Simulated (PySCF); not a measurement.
CCl2F3In, SMILES F[C](F)(F)[In]([Cl])[Cl].

Geometry optimised at PBE-D3(BJ)/def2-SVP. The structure was generated by enumeration; whether it is a known compound was not checked. The def2 effective core potentials stand for the cores of In; spin–orbit coupling is left out.

These are PBE-D3(BJ)/def2-SVP (PySCF) values and carry that method's errors.

Frequencies are harmonic and unscaled.

```csv
mode,ν (cm⁻¹),IR (km/mol),moving atoms (share of kinetic energy)
1,3,0.0,"F 75 %, Cl 24 %"
2,53,3.4,"Cl 46 %, F 34 %, In 18 %"
3,68,7.4,"Cl 39 %, In 39 %, F 22 %"
4,90,6.7,"Cl 82 %, In 11 %"
5,188,1.1,"F 75 %, In 14 %, C 9 %"
6,200,1.7,"F 82 %, C 10 %"
7,222,3.1,"F 56 %, In 22 %, Cl 14 %"
8,352,42.2,"Cl 76 %, In 22 %"
9,373,54.1,"Cl 70 %, In 30 %"
10,505,0.1,F 93 %
11,505,0.1,F 92 %
12,705,16.3,"F 82 %, C 17 %"
13,1077,464.8,"C 69 %, F 30 %"
14,1125,219.2,"C 72 %, F 28 %"
15,1138,195.5,"C 72 %, F 28 %"
```
